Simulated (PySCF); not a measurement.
Computed IR spectrum (relative IR intensity) of a molecule C4H6Cl2. Geometry: PBE-D3(BJ)/def2-SVP. The values are those of a single conformer. Level of theory: PBE-D3(BJ)/def2-SVP (PySCF). Frequencies are harmonic and unscaled.

| ν (cm⁻¹) | relative intensity |
|---|---|
| 250 | 2.5 |
| 347 | 4.9 |
| 451 | 4.7 |
| 605 | 14 |
| 648 | 66 |
| 748 | 100 |
| 881 | 25 |
| 909 | 36 |
| 931 | 2.1 |
| 996 | 17 |
| 1026 | 11 |
| 1092 | 17 |
| 1173 | 4.0 |
| 1180 | 14 |
| 1233 | 18 |
| 1261 | 2.1 |
| 1288 | 6.7 |
| 1375 | 3.3 |
| 1393 | 9.6 |
| 1674 | 6.0 |
| 2976 | 6.5 |
| 3037 | 2.5 |
| 3065 | 4.0 |
| 3068 | 6.8 |
| 3094 | 4.2 |
| 3169 | 8.1 |

Question: Which structure fits?
(A) C[C@H]1CC1(Cl)Cl
(B) CC(C)=C(Cl)Cl
(C) C=CCC(Cl)Cl
(D) ClC1(Cl)CCC1

Answer: C, C=CCC(Cl)Cl
